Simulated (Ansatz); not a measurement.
Molecule (SMILES): [F][Ga] (F-Ga) (closed-shell singlet).
Atoms: Ga1, F2. Bonds: Ga1-F2.

Basis-set convergence of the optimised Ga1-F2 bond length at CCSD(T) with Ansatz (a first-principles code). The reference of a correlated method is not its basis-set limit, which lies further on. Cartesian d functions, on some or all atoms, in 3-21G; all else is spherical. Cores are frozen (with 3d on Ga to Br). No added dispersion term, no relativity. Reference: the value in pcseg-3, 1.7921 Å, itself unsure by roughly 0.0024 Å (its mean distance from def2-QZVPP, cc-pVQZ).

```
basis        functions  optimised Ga1-F2 bond length (Å)
-----------  ---------  --------------------------------
pcseg-0             31                                 …
3-21G               32                                 …
cc-pVDZ             41                            1.7985
aug-pcseg-1         59                            1.8255
def2-SVPD           61                                 …
cc-pVTZ             73                            1.7899
pcseg-2             73                            1.7933
def2-TZVPP          79                            1.7915
def2-TZVPPD         94                            1.7978
aug-cc-pVTZ        105                                 …
aug-pcseg-2        105                            1.7984
pcseg-3            128                            1.7921
def2-QZVPP         146                            1.7899
```

Question: Complete the blanks.

Answer: 
- pcseg-0, optimised Ga1-F2 bond length (Å): 1.7720
- 3-21G, optimised Ga1-F2 bond length (Å): 1.7184
- def2-SVPD, optimised Ga1-F2 bond length (Å): 1.8161
- aug-cc-pVTZ, optimised Ga1-F2 bond length (Å): 1.8002
